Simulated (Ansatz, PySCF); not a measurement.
Energy difference R1 → 2 P1, each structure at its B3LYP-D3(BJ)/def2-TZVP stationary point, reached from a drawn start (curvature not checked).
P1, BCl2 (SMILES Cl[B]Cl) (charge 0, multiplicity 2, Z-matrix in Å and degrees):
```
B
Cl 1 1.7274
Cl 1 1.7274 2 125.67
```
R1: B2Cl4 (SMILES ClB(Cl)B(Cl)Cl), charge 0, multiplicity 1.

P less R. No zero-point or thermal terms; singlets are restricted closed shells; open shells are unrestricted. One arrangement of each flexible species, with no search for the lowest.

Frozen-core correlation throughout.

The values were computed with Ansatz (Gaussian basis) for Hartree–Fock, density functionals and correlated methods; PySCF for the D3/D4 terms. Each number belongs to the level named beside it.

```json
[
 {"level": "SVWN5/def2-TZVPP", "reaction energy (kcal/mol)": "108.45"},
 {"level": "revPBE-D4/def2-TZVPP", "reaction energy (kcal/mol)": "94.70"},
 {"level": "B3LYP/def2-TZVPP", "reaction energy (kcal/mol)": "92.53"},
 {"level": "CAM-B3LYP-D4/def2-TZVPP", "reaction energy (kcal/mol)": "98.07"},
 {"level": "wB97X-V/def2-TZVPP", "reaction energy (kcal/mol)": "101.87"},
 {"level": "B2PLYP-D4/def2-TZVPP", "reaction energy (kcal/mol)": "98.02"},
 {"level": "CCSD/cc-pV(D+d)Z", "reaction energy (kcal/mol)": "95.09"},
 {"level": "CCSD(T)/cc-pV(T+d)Z", "reaction energy (kcal/mol)": "99.06"},
 {"level": "CCSD(T)/cc-pV(Q+d)Z", "reaction energy (kcal/mol)": "…"}
]
```

Problem. Some entries are withheld; supply them.

Solution. 
- CCSD(T)/cc-pV(Q+d)Z, reaction energy (kcal/mol): 99.76

Ansatz is a program for electronic structure.
